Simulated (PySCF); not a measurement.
Record of a relaxation.

Species: C3H7AlIN.
Bonds: Al1–N2, N2–C3 (triple), C3–C4, C4–C5, C5–I6. Hydrogens: H7, H8, H9 on Al1; H10, H11 on C4; H12, H13 on C5.
Bond orders are those of one Lewis drawing.

Computed by this run: PySCF, PBE0-D3(BJ)/def2-SVP geometry optimisation, gas phase, def2 core potentials past Kr; density fitting, grid level 1; the optimiser is geomeTRIC in internal coordinates, started from a GFN2-xTB structure with every atom displaced at random (about 0.01 Å). 8 of its 15 geometries are shown. The frame can shift and turn from step to step; on so coarse a grid that alone can change the energy by a few meV, and forces under 0.02 eV/Å are noise.

Step 0: E = -19398.0516 eV, largest atomic force 3.819 eV/Å
```
atom  x, y, z in Å  |  force x, y, z in eV/Å
Al1    -2.632    0.641    0.517   -0.574   0.555  -0.115
N2     -1.401   -0.820    0.029   -2.111   0.133   0.171
C3     -0.276   -0.936   -0.039    3.694  -0.917  -0.318
C4      1.205   -0.993   -0.075   -1.711   0.172   0.704
C5      1.708    0.370    0.325    0.453   0.008   0.685
I6      3.858    0.360    0.390   -0.060   0.071   0.035
H7     -1.758    1.236    1.694    0.214   0.123   0.307
H8     -2.470    1.401   -0.875   -0.093   0.146  -0.143
H9     -3.988   -0.043    0.890   -0.426  -0.177   0.089
H10     1.516   -1.777    0.626    0.156  -0.125   0.023
H11     1.486   -1.263   -1.075    0.434  -0.317  -0.882
H12     1.420    1.142   -0.371   -0.138   0.402  -0.512
H13     1.337    0.665    1.319    0.164  -0.073  -0.043
```

Step 2: E = -19398.2740 eV, largest atomic force 0.422 eV/Å
```
atom  x, y, z in Å  |  force x, y, z in eV/Å
Al1    -2.811    0.670    0.518   -0.226   0.036  -0.004
N2     -1.356   -0.711    0.067    0.342   0.232   0.089
C3     -0.217   -0.880   -0.010   -0.026  -0.244  -0.070
C4      1.234   -0.993   -0.064   -0.238   0.062   0.018
C5      1.851    0.351    0.314    0.026   0.034  -0.004
I6      3.990    0.227    0.338    0.017   0.005   0.002
H7     -2.014    1.304    1.765   -0.001   0.001  -0.024
H8     -2.734    1.470   -0.872   -0.013   0.006   0.028
H9     -4.125   -0.178    0.842   -0.002  -0.028  -0.016
H10     1.541   -1.789    0.632    0.041  -0.025  -0.028
H11     1.521   -1.298   -1.083    0.057  -0.039   0.012
H12     1.589    1.134   -0.408   -0.002  -0.014  -0.009
H13     1.536    0.674    1.315    0.024  -0.025   0.005
```

Step 4: E = -19398.3581 eV, largest atomic force 0.557 eV/Å
```
atom  x, y, z in Å  |  force x, y, z in eV/Å
Al1    -3.098    0.655    0.505    0.206  -0.292   0.009
N2     -1.277   -0.368    0.177   -0.250   0.350   0.082
C3     -0.158   -0.626    0.084   -0.183  -0.105  -0.048
C4      1.255   -0.916   -0.023    0.539  -0.130  -0.054
C5      2.109    0.315    0.293   -0.134  -0.067  -0.061
I6      4.196   -0.149    0.167    0.042  -0.023  -0.020
H7     -2.584    1.401    1.836   -0.050   0.011  -0.082
H8     -3.149    1.474   -0.873    0.026   0.016   0.039
H9     -4.130   -0.563    0.683    0.062   0.059  -0.004
H10     1.504   -1.749    0.655   -0.098   0.056   0.061
H11     1.474   -1.290   -1.039   -0.119   0.084   0.013
H12     1.925    1.124   -0.426    0.000  -0.002   0.077
H13     1.938    0.675    1.314   -0.041   0.041  -0.013
```

Step 6: E = -19398.3988 eV, largest atomic force 0.267 eV/Å
```
atom  x, y, z in Å  |  force x, y, z in eV/Å
Al1    -3.184    0.600    0.461    0.257  -0.058  -0.042
N2     -1.222   -0.043    0.228   -0.197   0.087   0.006
C3     -0.133   -0.393    0.099    0.020  -0.058   0.008
C4      1.247   -0.830   -0.056   -0.057  -0.019  -0.023
C5      2.230    0.248    0.383    0.016   0.007   0.015
I6      4.252   -0.421    0.128    0.006   0.003   0.002
H7     -2.903    1.712    1.581   -0.030   0.013   0.014
H8     -3.456    1.097   -1.037   -0.010   0.009   0.001
H9     -3.837   -0.788    0.917   -0.022  -0.014   0.021
H10     1.376   -1.754    0.532    0.008   0.011   0.010
H11     1.395   -1.103   -1.113    0.018   0.013  -0.003
H12     2.127    1.162   -0.215   -0.008   0.006  -0.008
H13     2.114    0.497    1.445   -0.002  -0.001  -0.001
```

Step 8: E = -19398.3865 eV, largest atomic force 0.648 eV/Å
```
atom  x, y, z in Å  |  force x, y, z in eV/Å
Al1    -3.091    0.621    0.482   -0.098   0.014   0.014
N2     -1.246   -0.170    0.168    0.556  -0.066  -0.255
C3     -0.154   -0.502   -0.019   -0.469   0.010   0.447
C4      1.248   -0.880   -0.097    0.125   0.050  -0.214
C5      2.137    0.260    0.391    0.014  -0.002   0.020
I6      4.212   -0.283    0.292   -0.028  -0.006  -0.011
H7     -2.678    1.768    1.530    0.022  -0.044   0.006
H8     -3.404    1.107   -1.013   -0.019  -0.028  -0.014
H9     -3.868   -0.666    1.048    0.038   0.040  -0.023
H10     1.404   -1.793    0.498   -0.090  -0.012   0.088
H11     1.493   -1.148   -1.135   -0.041   0.018  -0.080
H12     2.019    1.157   -0.230    0.003   0.002   0.030
H13     1.934    0.510    1.439   -0.013   0.026  -0.009
```

Step 10: E = -19398.4014 eV, largest atomic force 0.221 eV/Å
```
atom  x, y, z in Å  |  force x, y, z in eV/Å
Al1    -3.178    0.604    0.445    0.210  -0.066  -0.024
N2     -1.224   -0.027    0.206   -0.136   0.044   0.002
C3     -0.136   -0.381    0.073    0.096  -0.062  -0.017
C4      1.246   -0.814   -0.089   -0.091   0.000   0.002
C5      2.225    0.230    0.435    0.003   0.007   0.027
I6      4.248   -0.433    0.170   -0.004   0.009   0.008
H7     -2.874    1.837    1.424   -0.039   0.025  -0.021
H8     -3.526    0.899   -1.092   -0.004   0.038   0.021
H9     -3.780   -0.729    1.092   -0.029  -0.020   0.026
H10     1.366   -1.773    0.441   -0.012   0.007   0.011
H11     1.414   -1.020   -1.158   -0.001   0.018  -0.011
H12     2.135    1.181   -0.103   -0.006   0.003  -0.010
H13     2.090    0.409    1.510    0.012  -0.002  -0.015
```

Step 12: E = -19398.4060 eV, largest atomic force 0.028 eV/Å
```
atom  x, y, z in Å  |  force x, y, z in eV/Å
Al1    -3.138    0.607    0.444    0.003  -0.004   0.007
N2     -1.225   -0.057    0.188   -0.020   0.005  -0.018
C3     -0.140   -0.415    0.045    0.000  -0.001   0.020
C4      1.245   -0.828   -0.108    0.027  -0.005  -0.001
C5      2.195    0.225    0.453   -0.006  -0.004  -0.006
I6      4.238   -0.383    0.210   -0.006   0.000   0.000
H7     -2.818    1.892    1.350    0.001  -0.002   0.000
H8     -3.528    0.860   -1.090    0.002  -0.001  -0.002
H9     -3.760   -0.679    1.172    0.002   0.006  -0.003
H10     1.371   -1.795    0.406    0.001   0.001  -0.002
H11     1.434   -1.007   -1.179   -0.007   0.004   0.003
H12     2.090    1.185   -0.067    0.004  -0.001   0.002
H13     2.041    0.378    1.529   -0.001   0.003   0.001
```

Step 14: E = -19398.4060 eV, largest atomic force under 0.02 eV/Å
```
atom  x, y, z in Å  |  force x, y, z in eV/Å
Al1    -3.135    0.607    0.447   -0.012   0.003   0.005
N2     -1.227   -0.063    0.193   -0.008   0.000  -0.011
C3     -0.141   -0.423    0.054    0.002   0.003   0.010
C4      1.244   -0.834   -0.099    0.019  -0.004   0.002
C5      2.194    0.230    0.441   -0.006  -0.003  -0.004
I6      4.237   -0.375    0.196    0.001  -0.001   0.000
H7     -2.817    1.863    1.395    0.003  -0.002   0.000
H8     -3.504    0.911   -1.083    0.001  -0.003  -0.001
H9     -3.777   -0.694    1.129    0.003   0.004  -0.002
H10     1.376   -1.793    0.429    0.002   0.001  -0.004
H11     1.428   -1.028   -1.169   -0.004   0.001   0.002
H12     2.083    1.181   -0.094    0.002  -0.001   0.001
H13     2.044    0.400    1.514   -0.002   0.002   0.001
```

Question: Summarise the path.

Answer: The energy falls by 0.3543 eV from step 0 to step 14; nine tenths of that is first reached at step 5. It rises by more than 0.2 meV at steps 8 and 13. The largest force goes from 3.819 to under 0.02 eV/Å. Among the bonds Al1–N2 changes most, from 1.972 to 2.038 Å; the atoms move by 0.730 Å rms after alignment.

Question: Follow the three bonds and two angles with the largest change from start to end.

Answer: 
```
step  E above end (eV)  largest force (eV/Å)  Al1–N2 (Å)  Al1–H9 (Å)  C4–H11 (Å)  Al1–N2–C3 (°)  N2–Al1–H9 (°)
   0            0.3543                 3.819       1.972       1.564       1.073          135.3          106.1
   1            0.1761                 0.705       2.030       1.584       1.098          140.8          106.7
   2            0.1320                 0.422       2.056       1.596       1.101          144.2          105.7
   3            0.0757                 0.519       2.102       1.607       1.104          154.6          103.9
   4            0.0478                 0.557       2.114       1.606       1.104          163.2          101.8
   5            0.0200                 0.416       2.107       1.604       1.104          174.7           99.7
   6            0.0072                 0.267       2.078       1.600       1.102          179.7           98.5
   7            0.0052                 0.252       2.075       1.600       1.102          179.8           98.5
   8            0.0195                 0.648       2.032       1.606       1.100          173.7          100.5
   9            0.0057                 0.332       2.026       1.614       1.105          179.7           99.3
  10            0.0046                 0.221       2.067       1.600       1.102          179.9           98.5
  11            0.0004                 0.068       2.047       1.603       1.102          179.5           99.0
  12            0.0000                 0.028       2.040       1.604       1.102          179.1           99.2
  13            0.0002                 0.023       2.037       1.603       1.102          178.9           99.3
  14            0.0000            under 0.02       2.038       1.603       1.102          179.0           99.3
```

What follows is the cost of the whole optimisation. The run took 2.4 min of wall time on Arm Neoverse V1, one thread, shared host with 32 logical CPUs at a one-minute load of 9.7, and the process peaked at 0.53 GiB of memory.
